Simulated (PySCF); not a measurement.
C2H5Te, SMILES [Te]([CH2])C (connectivity only; charge and spin as stated), charge +1, multiplicity 1.

Geometry: B3LYP-D3(BJ)/def2-SVP. The spin state was assumed, not searched. The isomer is the one that the SMILES or the coordinates give; other isomers of the formula were not compared. The def2 effective core potentials stand for the cores of Te; spin–orbit coupling is left out.

All values below come from B3LYP-D3(BJ)/def2-SVP run with PySCF 2.14.0.

Frequencies are harmonic and unscaled.

```json
[
 {"mode": "1", "ν (cm⁻¹)": "56", "IR (km/mol)": "0.4", "Raman (Å⁴/amu)": "0.5", "depolarisation": "0.75", "moving atoms (share of kinetic energy)": "H 95 %"},
 {"mode": "2", "ν (cm⁻¹)": "217", "IR (km/mol)": "0.1", "Raman (Å⁴/amu)": "7.6", "depolarisation": "0.73", "moving atoms (share of kinetic energy)": "C 60 %, H 31 %, Te 10 %"},
 {"mode": "3", "ν (cm⁻¹)": "503", "IR (km/mol)": "0.7", "Raman (Å⁴/amu)": "28.9", "depolarisation": "0.28", "moving atoms (share of kinetic energy)": "C 77 %, H 13 %, Te 10 %"},
 {"mode": "4", "ν (cm⁻¹)": "520", "IR (km/mol)": "0.2", "Raman (Å⁴/amu)": "2.5", "depolarisation": "0.75", "moving atoms (share of kinetic energy)": "H 100 %"},
 {"mode": "5", "ν (cm⁻¹)": "740", "IR (km/mol)": "12.6", "Raman (Å⁴/amu)": "39.8", "depolarisation": "0.26", "moving atoms (share of kinetic energy)": "C 73 %, H 17 %, Te 10 %"},
 {"mode": "6", "ν (cm⁻¹)": "780", "IR (km/mol)": "3.9", "Raman (Å⁴/amu)": "1.0", "depolarisation": "0.48", "moving atoms (share of kinetic energy)": "H 85 %, C 15 %"},
 {"mode": "7", "ν (cm⁻¹)": "863", "IR (km/mol)": "34.2", "Raman (Å⁴/amu)": "0.4", "depolarisation": "0.75", "moving atoms (share of kinetic energy)": "H 84 %, C 15 %"},
 {"mode": "8", "ν (cm⁻¹)": "884", "IR (km/mol)": "9.9", "Raman (Å⁴/amu)": "3.5", "depolarisation": "0.72", "moving atoms (share of kinetic energy)": "H 82 %, C 17 %"},
 {"mode": "9", "ν (cm⁻¹)": "903", "IR (km/mol)": "34.0", "Raman (Å⁴/amu)": "1.2", "depolarisation": "0.75", "moving atoms (share of kinetic energy)": "H 80 %, C 20 %"},
 {"mode": "10", "ν (cm⁻¹)": "1260", "IR (km/mol)": "7.4", "Raman (Å⁴/amu)": "2.2", "depolarisation": "0.23", "moving atoms (share of kinetic energy)": "H 87 %, C 13 %"},
 {"mode": "11", "ν (cm⁻¹)": "1376", "IR (km/mol)": "3.5", "Raman (Å⁴/amu)": "3.7", "depolarisation": "0.73", "moving atoms (share of kinetic energy)": "H 87 %, C 13 %"},
 {"mode": "12", "ν (cm⁻¹)": "1410", "IR (km/mol)": "15.2", "Raman (Å⁴/amu)": "8.7", "depolarisation": "0.75", "moving atoms (share of kinetic energy)": "H 95 %"},
 {"mode": "13", "ν (cm⁻¹)": "1426", "IR (km/mol)": "25.9", "Raman (Å⁴/amu)": "15.8", "depolarisation": "0.67", "moving atoms (share of kinetic energy)": "H 95 %"},
 {"mode": "14", "ν (cm⁻¹)": "3058", "IR (km/mol)": "9.5", "Raman (Å⁴/amu)": "144.7", "depolarisation": "0.02", "moving atoms (share of kinetic energy)": "H 98 %"},
 {"mode": "15", "ν (cm⁻¹)": "3130", "IR (km/mol)": "37.2", "Raman (Å⁴/amu)": "124.2", "depolarisation": "0.12", "moving atoms (share of kinetic energy)": "H 95 %"},
 {"mode": "16", "ν (cm⁻¹)": "3184", "IR (km/mol)": "10.6", "Raman (Å⁴/amu)": "76.2", "depolarisation": "0.75", "moving atoms (share of kinetic energy)": "H 90 %, C 10 %"},
 {"mode": "17", "ν (cm⁻¹)": "3201", "IR (km/mol)": "8.6", "Raman (Å⁴/amu)": "54.5", "depolarisation": "0.72", "moving atoms (share of kinetic energy)": "H 90 %, C 10 %"},
 {"mode": "18", "ν (cm⁻¹)": "3264", "IR (km/mol)": "36.2", "Raman (Å⁴/amu)": "72.0", "depolarisation": "0.73", "moving atoms (share of kinetic energy)": "H 89 %, C 11 %"}
]
```
